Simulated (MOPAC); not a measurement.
Spectroscopic constants of AgF, closed-shell singlet (the spin of the measured ground state). No spin–orbit coupling.

The constants come from a fifth-degree fit in 1/R (seven points, main isotopes). Runs in def2 and cc sets follow the lowest solution found near the PBE0 minimum. The singlet is held restricted.

The state that PM6 reach isn't checked.

Run with MOPAC for PM6 (differences of heats of formation). 

Energies at PM6:

| R (Å) | E (hartree) |
|---|---|
| 1.842416 | 0.00738433 |
| 1.891943 | 0.00095197 |
| 1.937508 | -0.00205240 |
| 1.989017 | -0.00279044 |
| 2.040525 | -0.00135867 |
| 2.099958 | 0.00223992 |
| 2.169296 | 0.00815763 |

### Question
With a reduced mass of 16.1316 u, find the minimum, the force constant and the constants.

### Answer
A fifth-degree polynomial in 1/R puts the minimum at r_e = 1.9786 Å with force constant 376 N/m. Then ω_e = (1/2πc)√(k/μ) = 629 cm⁻¹ and B_e = h/(8π²cμr_e²) = 0.2669 cm⁻¹; the cubic and quartic terms give α_e = 0.0018 and ω_e x_e = 4.3 cm⁻¹.
